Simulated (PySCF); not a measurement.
## Structure from NMR data

An unknown has the formula C₇H₈O₂Si. Its calculated NMR data are:

1H NMR (600 MHz, computed): δ 6.63 (br s, 1H), 4.95 (s, 2H), 4.74 (s, 2H), 2.20 (s, 3H).

13C{1H} NMR (computed): δ 233.5 (C), 183.2 (C), 100.3 (C), 77.7 (C), 76.8 (C), 75.2 (CH2), 6.1 (CH3).

- NMR shieldings at PBE0/pcSseg-1/GIAO
- coordinates at the GFN2-xTB level
- program: PySCF 2.14.0 with density-fitted response routines
- isolated molecule, non-relativistic, single conformer, one averaged value for each set of equivalent atoms

Chemical shifts δ = σref − σ; TMS for 1H (σref 31.72) and 13C (σref 186.93), all at this level.

Choose the structure that fits.
A. O=COC1=C[C@@]2([SiH3])C=C[C@@H]12
B. CC#C[Si@@H](O)c1ccoc1
C. C=C=C(C#CC)[SiH2]C(=O)O
D. C=C=C([SiH2]C#CC)C(=O)O
E. O=Cc1ccccc1O[SiH3]
F. C=c1oc(=C)c(C=O)c1[SiH3]

Answers

C. 

- Rings plus π bonds: 5 (no ring in the answer).
- 7 carbon signals for 7 carbons: no two carbons are equivalent.
- Carbon types of the structure: 5 × C, 1 × CH2, 1 × CH3, leaving 3 H on heteroatoms.
- δC 233.5: central carbon of an allene; the central sp carbon of an allene is among the most deshielded carbons of hydrocarbons.
- δC 183.2: carbonyl carbon.
- δC 100.3, 76.8: alkyne carbon; the triple bond shields along its axis, which puts it between sp3 and sp2 carbons.
- δC 77.7, 75.2: terminal carbon of a cumulated C=C=C unit.
- δH 4.95: hydrogen on a terminal carbon of a cumulated C=C=C unit; a vinylic proton, deshielded by the sp2 carbon and the C=C anisotropy.

The others: C=c1oc(=C)c(C=O)c1[SiH3] would give 6 signals for carbon-bound and other non-exchanging H, not 3; O=Cc1ccccc1O[SiH3] would give 6 signals for carbon-bound and other non-exchanging H, not 3; O=COC1=C[C@@]2([SiH3])C=C[C@@H]12 would give 6 signals for carbon-bound and other non-exchanging H, not 3; CC#C[Si@@H](O)c1ccoc1 would give 5 signals for carbon-bound and other non-exchanging H, not 3; C=C=C([SiH2]C#CC)C(=O)O has carbons computed at 232.6, 170.4, 113.6, 90.5, 82.5, 76.2, 6.1.

The OH or NH signal is concentration- and solvent-dependent in practice; the value given is the gas-phase one. Shifts are as computed. Against solution values, carbons near 30 ppm lie about +3 ppm off and those near 130 ppm about +5 ppm. Of 1309 compounds with measured shifts, 239 miss one by over three times the rms of a fit or turn the order of signals round; such compounds aren't used in these exercises. The C=O carbon of an acid or of an amide with N–H lies up to 10 ppm further downfield in solution, through hydrogen bonding that the calculation lacks. Multiplicities follow the n + 1 count of equivalent neighbours, as no J values were calculated; m marks all less simple cases, F and P coupling included.
